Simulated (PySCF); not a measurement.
# Electron correlation in Zr²⁺ (zirconium, charge +2)

[Kr] 4d1 5p1, one real determinant (an excited configuration). All numbers are calculated (PySCF 2.14, the spin-free X2C one-electron Hamiltonian (Gaussian nucleus), in ANO-RCC-VTZP). Frozen: [Ar] 3d10; 10 electrons correlated.

```json
{"level": "CCSD", "correlation energy (mhartree)": "-258.40"}
{"level": "(T)", "correlation energy (mhartree)": "-6.12"}
{"level": "CCSD(T)", "correlation energy (mhartree)": "-264.52"}
```

Diagnostics: T1 = 0.0082, D1 = 0.0346, largest double amplitude 0.034.

The real determinant used has ⟨L²⟩ near 8 against 12 for a pure F term, so it mixes terms.

Cost of the coupled-cluster step: roughly 7 core-seconds, for 10 correlated electrons.

The reference is one real determinant that mixes LS terms of this configuration.
